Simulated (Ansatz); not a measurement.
C$_{2}$H$_{4}$ClGaO (`O/C(Cl)=[CH]/[GaH2]`). Charge 0, multiplicity 1. All single points use the PBE0-D4/def2-TZVP geometry. It is one conformer, not always the lowest.

```xyz
9

O     1.778    1.075   -0.961
C     0.945    0.292   -0.264
Cl    1.790   -0.852    0.739
C    -0.383    0.379   -0.332
Ga   -1.678   -0.691    0.622
H     2.691    0.841   -0.762
H    -0.723    1.155   -1.014
H    -3.194   -0.383    0.363
H    -1.227   -1.816    1.610
```

(1) What is the dipole moment at B3LYP/def2-TZVPP? (Best estimate.)

(2) And with PBE, r2SCAN, ωB97M-V? (Best estimate.)

(3) Give the Mulliken charges with B3LYP, ωB97M-V, r2SCAN in def2-TZVPP. (Estimate.)

## Answers

(1) Ansatz gave: 1.73 D, with components (1.67, 0.33, -0.31) D in this frame, pointing from negative to positive charge.

(2) The calculation gave: PBE 1.92 D, r2SCAN 1.88 D, ωB97M-V 1.60 D.

(3) The calculation gave: 
```csv
atom,B3LYP,ωB97M-V,r2SCAN
O1,-0.25,-0.24,-0.27
C2,0.23,0.22,0.29
Cl3,-0.09,-0.06,-0.10
C4,-0.27,-0.35,-0.34
Ga5,0.19,0.19,0.23
H6,0.20,0.19,0.22
H7,0.11,0.11,0.09
H8,-0.06,-0.03,-0.07
H9,-0.05,-0.02,-0.05
```

B3LYP here is the variant with VWN-RPA as its local correlation; programs differ in this.
